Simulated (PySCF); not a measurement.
# The third ionisation energy along the 3d series

Calculated with PySCF 2.14 from differences of total energies of unrestricted determinants, without spin-orbit coupling. Values in eV. The last column holds reference values (NIST; (s) semi-empirical, (t) theoretical, else measured). Unmarked ones compare directly (S terms, centres of terms, or small fine structure); those marked * lie between the lowest fine-structure levels and include a spin-orbit shift.

```
                       element       configurations     UHF  MP2 (valence)  SCS-MP2 (valence)          reference
Sc (x2c-SVPall, spin-free X2C)      [Ar] 3d1 → [Ar]  24.269            n/a                n/a           24.757 *
Ti (x2c-SVPall, spin-free X2C)  [Ar] 3d2 → [Ar] 3d1  27.004         27.070             27.026           27.492 *
Cr (x2c-SVPall, spin-free X2C)  [Ar] 3d4 → [Ar] 3d3  30.172         30.560             30.301   30.959 ± 0.025 *
Co (x2c-SVPall, spin-free X2C)  [Ar] 3d7 → [Ar] 3d6  31.460         32.771             32.741  33.5 ± 0.06 (s) *
Ni (x2c-SVPall, spin-free X2C)  [Ar] 3d8 → [Ar] 3d7  32.895         34.583             34.465   35.187 ± 0.019 *
Cu (x2c-SVPall, spin-free X2C)  [Ar] 3d9 → [Ar] 3d8  34.673         36.502             36.300   36.841 ± 0.012 *
```

"Valence" correlates the outer s and p shells and, in groups 3 to 12 and the f block, the outer d or f shell, open or full, or the next shell where the ion has no valence electron left; the wider scheme adds the next inner shell.
